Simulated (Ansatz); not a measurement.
C4H5F3O, SMILES `F[C@@H]1C[C@H](F)O[C@H]1F`. Charge 0, multiplicity 1.

```xyz
13

F     2.103   -0.098   -0.873
C     1.173   -0.638   -0.024
C     0.527    0.444    0.822
C    -0.696    0.815    0.011
F    -0.379    1.735   -0.965
C    -1.036   -0.512   -0.652
F    -1.871   -1.213    0.190
O     0.152   -1.204   -0.792
H     1.679   -1.428    0.534
H     0.217    0.029    1.783
H     1.194    1.287    0.992
H    -1.531    1.204    0.595
H    -1.532   -0.422   -1.619
```

(1) List the harmonic frequencies (cm⁻¹, unscaled) at PBE0-D4/def2-TZVP in Ansatz. (Estimate.)

(2) Is this a minimum?

(3) Give the ideal-gas thermochemistry at 298.15 K and 1 bar (rigid rotor, harmonic oscillator; point group C1, symmetry number 1).

(4) And at 400, 500, 600, 800 and 1000 K?

(5) Rotational constants (cm⁻¹)?

## Answers

(1) Ansatz gave: 85, 112, 258, 334, 409, 416, 474, 614, 789, 826, 839, 953, 1000, 1012, 1019, 1070, 1091, 1152, 1164, 1226, 1290, 1318, 1342, 1345, 1394, 1401, 1419, 1452, 3100, 3113, 3127, 3132, 3171.

(2) Yes, all 33 modes are real.

(3) Zero-point energy 247.9 kJ/mol; H(298) − E = 268.0 kJ/mol; entropy 346.2 J/(mol·K), of which translation 169.2, rotation 117.3, vibration 59.8; G(298) − E = 164.8 kJ/mol. Modes under 100 cm⁻¹ are hindered rotations or soft bends, so the harmonic entropy is rough.

(4) 
```
T (K)  H − E (kJ/mol)  S (J/mol/K)  G − E (kJ/mol)
  400           280.7        382.6           127.6
  500           296.1        416.9            87.6
  600           313.9        449.3            44.3
  800           354.9        508.0           -51.5
 1000           400.9        559.3          -158.4
```

(5) 0.09554, 0.06615, 0.05008.
